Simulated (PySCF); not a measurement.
**Ionisation energy of As by level of theory**

As [Ar] 3d10 4s2 4p3 (4S) → As⁺ [Ar] 3d10 4s2 4p2 (3P), as a difference of total energies. All numbers are calculated (PySCF 2.14, the spin-free X2C one-electron Hamiltonian (Gaussian nucleus), in cc-pVTZ-DK (6s5p3d1f, 43 functions)). Correlated levels: valence: [Ar] 3d10 frozen. The calculations carry no spin-orbit coupling.

| method | ionisation energy (eV) | error (eV) |
| --- | --- | --- |
| UHF | 9.413 | -0.595 |
| MN15 | 9.933 | -0.075 |
| PBE | 9.873 | -0.135 |
| MP2 (valence) | 9.885 | -0.123 |
| SCS-MP2 (valence) | 9.740 | -0.268 |
| CCSD (valence) | 9.853 | -0.155 |
| CCSD(T) (valence) | 9.884 | -0.124 |

Reference: 10.008 eV (measured; NIST levels, between the centres of gravity of the two terms).

Errors of the correlated levels include the incompleteness of this basis and the frozen core.
